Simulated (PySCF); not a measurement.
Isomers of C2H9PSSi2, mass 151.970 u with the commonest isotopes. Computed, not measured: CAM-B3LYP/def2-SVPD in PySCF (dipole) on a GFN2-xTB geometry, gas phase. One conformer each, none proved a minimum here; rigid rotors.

Task: Order these by dipole moment, largest first.
A. `[SiH3:1]/[CH:2]=[CH:3]\[S:4][SiH2:5][PH2:6]` with C2–C3–S4–Si5 -171°, C3–S4–Si5–P6 -21°, S4–Si5–P6–H -160° and -67°
B. `[PH2:1][SiH2:2][Si@H:3]1[CH2:4][CH2:5][S:6]1` with H–P1–Si2–Si3 78° and 171°, P1–Si2–Si3–C4 112°
C. `[SiH3:1]/[CH:2]=[CH:3]/[S:4][SiH2:5][PH2:6]` with C2–C3–S4–Si5 180°, C3–S4–Si5–P6 17°, S4–Si5–P6–H 160° and 67°
D. `[CH2:1]=[CH:2][Si@H:3]([PH2:4])[S:5][SiH3:6]` with C1–C2–Si3–P4 -10°, C2–Si3–P4–H 167° and 75°, C2–Si3–S5–Si6 151°

Result: A (2.00 D), C (1.56 D), B (1.44 D), D (1.19 D).

Task: Order these by rotational constant A, smallest first.
A. `[CH2:1]=[CH:2][Si@H:3]([PH2:4])[S:5][SiH3:6]` with C1–C2–Si3–P4 -10°, C2–Si3–P4–H 167° and 75°, C2–Si3–S5–Si6 151°
B. `[PH2:1][SiH2:2][Si@H:3]1[CH2:4][CH2:5][S:6]1` with H–P1–Si2–Si3 78° and 171°, P1–Si2–Si3–C4 112°
C. `[SiH3:1]/[CH:2]=[CH:3]\[S:4][SiH2:5][PH2:6]` with C2–C3–S4–Si5 -171°, C3–S4–Si5–P6 -21°, S4–Si5–P6–H -160° and -67°
D. `[SiH3:1]/[CH:2]=[CH:3]/[S:4][SiH2:5][PH2:6]` with C2–C3–S4–Si5 180°, C3–S4–Si5–P6 17°, S4–Si5–P6–H 160° and 67°
E. `[CH2:1]1[CH2:2][S:3][SiH2:4][PH:5][SiH2:6]1` with Si6–C1–C2–S3 78°, C1–C2–S3–Si4 -75°, C2–S3–Si4–P5 57°, S3–Si4–P5–Si6 -41°

Result: E (1848 MHz), A (2151 MHz), D (2249 MHz), C (3555 MHz), B (3762 MHz).

Task: Order these by rotational constant C, largest first.
A. `[CH2:1]1[CH2:2][S:3][SiH2:4][PH:5][SiH2:6]1` with Si6–C1–C2–S3 78°, C1–C2–S3–Si4 -75°, C2–S3–Si4–P5 57°, S3–Si4–P5–Si6 -41°
B. `[CH2:1]=[CH:2][Si@H:3]([PH2:4])[S:5][SiH3:6]` with C1–C2–Si3–P4 -10°, C2–Si3–P4–H 167° and 75°, C2–Si3–S5–Si6 151°
C. `[SiH3:1]/[CH:2]=[CH:3]/[S:4][SiH2:5][PH2:6]` with C2–C3–S4–Si5 180°, C3–S4–Si5–P6 17°, S4–Si5–P6–H 160° and 67°
D. `[SiH3:1]/[CH:2]=[CH:3]\[S:4][SiH2:5][PH2:6]` with C2–C3–S4–Si5 -171°, C3–S4–Si5–P6 -21°, S4–Si5–P6–H -160° and -67°
E. `[PH2:1][SiH2:2][Si@H:3]1[CH2:4][CH2:5][S:6]1` with H–P1–Si2–Si3 78° and 171°, P1–Si2–Si3–C4 112°

Result: A (894.8 MHz), B (717.4 MHz), E (625.7 MHz), D (546.8 MHz), C (533.7 MHz).

```tsv
SMILES	point group	Ia (u·Å²)	Ib (u·Å²)	Ic (u·Å²)	κ	μa (D)	μb (D)	μc (D)
[SiH3]/C=C/S[SiH2]P	C1	224.69	741.81	946.99	-0.83	1.28	0.83	0.31
C=C[Si@H](P)S[SiH3]	C1	235.00	528.37	704.46	-0.67	0.57	0.95	0.44
P[SiH2][Si@H]1CCS1	C1	134.32	761.00	807.69	-0.98	0.55	1.19	0.58
C1CS[SiH2]P[SiH2]1	C1	273.47	341.76	564.80	0.23	0.45	1.45	0.33
[SiH3]/C=C\S[SiH2]P	C1	142.17	803.01	924.26	-0.95	1.93	0.48	0.21
```
